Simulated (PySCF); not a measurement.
Method: PBE-D3(BJ)/def2-TZVP // B3LYP-D3(BJ)/def2-TZVP (PySCF 2.14.0). Isolated molecules, 0 K electronic values unless said otherwise. Excitations are Tamm–Dancoff values on a coarser integration grid. The basis has no diffuse functions, so Rydberg states are missing or too high.

Reference species (SMILES): `C1COC1` (neutral, multiplicity 1).

- T1 excitation (TDA) = 5.90 eV
- S1 oscillator strength = 0.017
- S1 excitation (TDA) = 6.15 eV
- S1–T1 gap (TDA) = 0.25 eV

After one change: the T1 excitation (TDA) rises by 0.88 eV; the S1 oscillator strength stays essentially unchanged; the S1 excitation (TDA) rises by 0.79 eV; the S1–T1 gap (TDA) decreases by 0.09 eV.

### Question
Which change was made? The new species is one of these.
A) `C[C@@H]1CO1`
B) `OC1CC1` (H–O–C–C torsion 37°)
C) `C/C=C\O` (C–C–O–H torsion 0°)
D) `C=COC` (C–C–O–C torsion 0°)

### Answer
A, `C[C@@H]1CO1`
